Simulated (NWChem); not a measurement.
System: CH$_{4}$F$_{2}$SSi; SMILES CS[SiH](F)F

Here is an NWChem input.

```
start job
memory heap 200 mb stack 900 mb global 1100 mb
geometry units angstroms noautosym nocenter noautoz
  Si     0.061213    -0.761334     0.309988
  F      1.448676    -1.093412    -0.445916
  F     -0.993511    -1.917604    -0.063482
  S     -0.744668     1.059096    -0.378749
  C      0.654105     2.141610     0.086493
  H      0.353927    -0.806904     1.758979
  H      0.371964     3.155849    -0.224205
  H      0.822182     2.142512     1.172771
  H      1.572435     1.849736    -0.440013
end
basis spherical
  * library 6-31g*
end
dft
  xc m06-2x
  iterations 150
end
cosmo
  do_cosmo_smd true
  solvent ethanol
end
task dft energy
```

Excerpt of the output:

```
             Northwest Computational Chemistry Package (NWChem) 7.3.0
             --------------------------------------------------------

                             Geometry "geometry" -> ""
                             -------------------------

 Output coordinates in angstroms (scale by  1.889725989 to convert to a.u.)

  No.       Tag          Charge          X              Y              Z
 ---- ---------------- ---------- -------------- -------------- --------------
    1 Si                  14.0000     0.06121300    -0.76133400     0.30998800
    2 F                    9.0000     1.44867600    -1.09341200    -0.44591600
    3 F                    9.0000    -0.99351100    -1.91760400    -0.06348200
    4 S                   16.0000    -0.74466800     1.05909600    -0.37874900
    5 C                    6.0000     0.65410500     2.14161000     0.08649300
    6 H                    1.0000     0.35392700    -0.80690400     1.75897900
    7 H                    1.0000     0.37196400     3.15584900    -0.22420500
    8 H                    1.0000     0.82218200     2.14251200     1.17277100
    9 H                    1.0000     1.57243500     1.84973600    -0.44001300

 Effective nuclear repulsion energy (a.u.)     309.9335996999

                                 NWChem DFT Module
                                 -----------------

 Summary of "ao basis" -> "ao basis" (spherical)
 ------------------------------------------------------------------------------
       Tag                 Description            Shells   Functions and Types
 ---------------- ------------------------------  ------  ---------------------
 Si                          6-31g*                  8       18   4s3p1d
 F                           6-31g*                  6       14   3s2p1d
 S                           6-31g*                  8       18   4s3p1d
 C                           6-31g*                  6       14   3s2p1d
 H                           6-31g*                  2        2   2s

 in cosmo_initialize ...
 calling solv_data for solv:ethanol

 solvent parameters
 solvname_short: ethanol
 solvname_long:  ethanol
 dielec:       24.8520
 dielecinf:     1.8526
 nonaqueous SMD model solvent descriptors
 dielec:       24.8520
 sola:          0.3700
 solb:          0.4800
 solc:          0.0000
 solg:         31.6200
 solh:          0.0000
 soln:          1.3611

[...]

                                COSMO-SMD solvation results
                                ---------------------------

             internal energy in gas <Psi(g)|H|Psi(g)> =      -927.853137824167
         internal energy in solvent <Psi(s)|H|Psi(s)> =      -927.852079678228
                               delta internal energy  =         0.001058145939 (    0.66 kcal/mol)
   total free energy in solvent <Psi(s)|H+V/2|Psi(s)> =      -927.859869460936
 polarization energy contribution <Psi(s)|V/2|Psi(s)> =        -0.007789782708 (   -4.89 kcal/mol)
    total free energy in solvent including G(SMD-CDS) =      -927.860397566270
                       G(SMD-CDS) energy contribution =        -0.000528105334 (   -0.33 kcal/mol)
     1 M fixed-concentration free energy of solvation =        -0.007259742103 (   -4.56 kcal/mol)

                       DFT Final Molecular Orbital Analysis
                       ------------------------------------

 Vector   27  Occ=2.000000D+00  E=-4.312915D-01
              MO Center= -1.4D-01,  9.8D-01, -1.3D-02, r^2= 3.3D+00
   Bfn.  Coefficient  Atom+Function         Bfn.  Coefficient  Atom+Function
  ----- ------------  ---------------      ----- ------------  ---------------
    54      0.344426  4 S  py                53      0.318416  4 S  px
    68     -0.234096  5 C  py                67     -0.227040  5 C  px
    56     -0.183647  4 S  s                 72     -0.151987  5 C  py
     9      0.143333  1 Si pz                80      0.140076  6 H  s
    50     -0.132625  4 S  py                71     -0.128069  5 C  px

 Vector   28  Occ=2.000000D+00  E=-3.705818D-01
              MO Center= -4.1D-01,  8.1D-01, -9.1D-02, r^2= 3.2D+00
   Bfn.  Coefficient  Atom+Function         Bfn.  Coefficient  Atom+Function
  ----- ------------  ---------------      ----- ------------  ---------------
    53      0.399395  4 S  px                54     -0.303955  4 S  py
     8      0.217295  1 Si py                57      0.199495  4 S  px
    55      0.197080  4 S  pz                80     -0.186511  6 H  s
     9     -0.178942  1 Si pz                52     -0.167656  4 S  s
    49     -0.152404  4 S  px                67     -0.147167  5 C  px

 Vector   29  Occ=2.000000D+00  E=-3.136714D-01
              MO Center= -5.4D-01,  1.0D+00, -2.7D-01, r^2= 2.2D+00
   Bfn.  Coefficient  Atom+Function         Bfn.  Coefficient  Atom+Function
  ----- ------------  ---------------      ----- ------------  ---------------
    55      0.595679  4 S  pz                59      0.373694  4 S  pz
    53     -0.259522  4 S  px                51     -0.223760  4 S  pz
    57     -0.162843  4 S  px                84     -0.123030  8 H  s
    69     -0.118544  5 C  pz                80     -0.114888  6 H  s
    86      0.113276  9 H  s                 49      0.097266  4 S  px

 Vector   30  Occ=0.000000D+00  E= 4.288299D-02
              MO Center= -1.2D-01,  4.7D-01,  9.3D-02, r^2= 4.6D+00
   Bfn.  Coefficient  Atom+Function         Bfn.  Coefficient  Atom+Function
  ----- ------------  ---------------      ----- ------------  ---------------
    70      0.914807  5 C  s                 58     -0.610420  4 S  py
    12     -0.471013  1 Si py                11     -0.399528  1 Si px
    71     -0.347817  5 C  px                82     -0.325899  7 H  s
     8     -0.297215  1 Si py                38     -0.283980  3 F  s
    57     -0.209515  4 S  px                54     -0.198851  4 S  py

[...]
```

Level: M06-2X/6-31G* (spherical d), SMD on the gas-phase geometry. Structure relaxed at the PBE0/def2-SVP level. Solvent: ethanol.
